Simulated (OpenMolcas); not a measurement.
An OpenMolcas run meant for Si²⁺ (ANO-R2, X2C; inactive shells 1s 2s 2p; intended active space 2 electrons in 4 orbitals (3s 3p)). One step of its input:

```
&CASPT2
Multistate=3 1 2 3
Frozen=1 0
IPEA=2.0
Imaginary=0.1
MaxIter=60
WThr=0.0 0.3 0.05
PrWF=0.5
NoMix
```

The run finished. Its levels beside those of a sound run (SS-CASPT2, IPEA 0.25 Eh, imaginary shift 0.1 Eh (closed shells correlated: 2s 2p)), in cm-1 above each run's lowest level:

| Level | This run | Usual run |
| --- | --- | --- |
| 3s2 1S0 | 0.0 | 0.0 |
| 3s 3p 3P* 0 | 52506 | 52051 |
| 3s 3p 3P* 1 | 52615 | 52161 |
| 3s 3p 3P* 2 | 52836 | 52381 |
| 3s 3p 1P* 1 | 87961 | 84586 |
| 3p2 3P0 | 129945 | 129160 |
| 3p2 3P1 | 130056 | 129272 |
| 3p2 3P2 | 130268 | 129450 |
| 3p2 1D2 | 136354 | 130112 |
| 3p2 1S0 | 158265 | 154292 |

**Question.** Which setting is unsound, and how much does it matter here?

**Answer.** The IPEA shift is far above its usual 0.25 hartree. Against the sound run the excited levels shown move by 1900 cm-1 on average and by 6200 cm-1 at most.

Over all roots computed the reference weight is 0.91 to 0.99 in the sound run; the roots of lowest weight are the least certain, and an intruder state may touch them. The ¹D term of p² mixes with s d, which this space lacks. Some levels mix across a computed gap that differs much from the measured one, so their mixing is not that of the real levels (holds for the sound run). Only configurations of the active space appear.

* marks odd parity.
